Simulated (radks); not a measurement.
Question: All-electron calculation, scalar-relativistic Kohn-Sham, LB94 model potential, spin-polarised, spherical densities, finite nucleus; Fermi nuclear charge, rms radius of each element as measured or else 0.836 A^(1/3) + 0.57 fm. Program: a radial shooting solver on a logarithmic mesh with Libxc functionals. Response by self-consistent Sternheimer equations with the Hartree and adiabatic LDA kernel, the relativistic mass of each level held fixed and spin-orbit coupling left out. For heavy and open-shell atoms this level of theory can miss by tens of per cent. Rank Cs7+, I5+, Sb3+, Cd, Te4+, Ba8+, In+, Xe6+, Sn2+ (NIST ground configurations) by static dipole polarisability, largest first.

Answer: Cd 34.19, In+ 19.48, Sn2+ 12.87, Sb3+ 9.200, Te4+ 6.910, I5+ 5.372, Xe6+ 4.285, Cs7+ 3.487, Ba8+ 2.883 bohr^3.
